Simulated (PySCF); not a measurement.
PySCF input (M06-2X/6-31G* (5d)):

```python
from pyscf import gto, dft

mol = gto.M(
    atom='''
    Si    0.07253600   -0.53002400    0.04682300
    O    -0.21538100    1.00680100   -0.08995300
    H    -1.13206200   -1.35482800    0.10253400
    H     1.44688800   -1.03755000    0.10864900
    H     0.39271600    1.75829800   -0.14708500
    ''',
    basis='6-31g*',
    charge=1,
    spin=0,
    verbose=4,
)

mf = dft.RKS(mol, xc='m062x')
mf.grids.level = 4
mf.conv_tol = 1e-9
mf.max_cycle = 100
mf.max_memory = 1500
mf.kernel()
if not mf.converged:
    mf = mf.newton()
    mf.kernel(mf.make_rdm1())
mf.dip_moment()
```

From the output:

```
diis_start_cycle = 1
diis_space = 8
diis_damp = 0
SCF conv_tol = 1e-09
SCF conv_tol_grad = None
SCF max_cycles = 100
direct_scf = True
direct_scf_tol = 1e-13
XC library pyscf.dft.libxc version 7.1.2
    S. Lehtola, C. Steigemann, M. J. T. Oliveira, and M. A. L. Marques,  SoftwareX 7, 1–5 (2018)
XC functionals = m062x
    Y. Zhao and D. G. Truhlar,  Theor. Chem. Acc. 120, 215 (2008)
    Y. Zhao and D. G. Truhlar,  Theor. Chem. Acc. 120, 215 (2008)
radial grids:
    Treutler-Ahlrichs [JCP 102, 346 (1995); DOI:10.1063/1.469408] (M4) radial grids

becke partition: Becke, JCP 88, 2547 (1988); DOI:10.1063/1.454033
pruning grids: <function nwchem_prune>
grids dens level: 4
symmetrized grids: False
atomic radii adjust function: <function treutler_atomic_radii_adjust>
small_rho_cutoff = 0
Set gradient conv threshold to 3.16228e-05
Initial guess from minao.
tot grids = 104304
init E= -366.471111026971
  HOMO = -0.387445016984956  LUMO = -0.0971615823152696  gap/eV = 7.89901
cycle= 1 E= -366.069293178011  delta_E= 0.402  |g|= 0.553  |ddm|= 1.84
  HOMO = -0.595316199120485  LUMO = -0.314615445272959  gap/eV = 7.63826
cycle= 2 E= -366.037673800952  delta_E= 0.0316  |g|= 0.731  |ddm|= 0.932
  HOMO = -0.678128978699535  LUMO = -0.304147488372339  gap/eV = 10.17655
cycle= 3 E= -366.141967763685  delta_E= -0.104  |g|= 0.0565  |ddm|= 0.493
  HOMO = -0.664704218254172  LUMO = -0.286222065187357  gap/eV = 10.29902
cycle= 4 E= -366.142616092943  delta_E= -0.000648  |g|= 0.00755  |ddm|= 0.0488
  HOMO = -0.665062376424105  LUMO = -0.2872326292964  gap/eV = 10.28127
cycle= 5 E= -366.142632559948  delta_E= -1.65e-05  |g|= 0.00106  |ddm|= 0.00997
  HOMO = -0.665041345809145  LUMO = -0.28715788782664  gap/eV = 10.28273
cycle= 6 E= -366.142632925028  delta_E= -3.65e-07  |g|= 0.000235  |ddm|= 0.00146
  HOMO = -0.665098640124181  LUMO = -0.287223970034937  gap/eV = 10.28249
cycle= 7 E= -366.142632941794  delta_E= -1.68e-08  |g|= 3.19e-05  |ddm|= 0.000294
  HOMO = -0.665099901805398  LUMO = -0.287219850254367  gap/eV = 10.28264
cycle= 8 E= -366.142632942365  delta_E= -5.71e-10  |g|= 7.03e-06  |ddm|= 6.2e-05
  HOMO = -0.665101072646554  LUMO = -0.287220319013748  gap/eV = 10.28266
Extra cycle  E= -366.142632942398  delta_E= -3.25e-11  |g|= 3.76e-06  |ddm|= 1.43e-05
converged SCF energy = -366.142632942398

WARN: System has nonzero charge 1; the dipole moment is origin-dependent.
Location of origin: [0. 0. 0.]

Dipole moment(X, Y, Z, Debye):  1.69862, -1.27234,  0.13227
```

The dipole moment of an ion depends on the origin.

The geometry given is a B3LYP-D3(BJ)/def2-TZVP minimum.
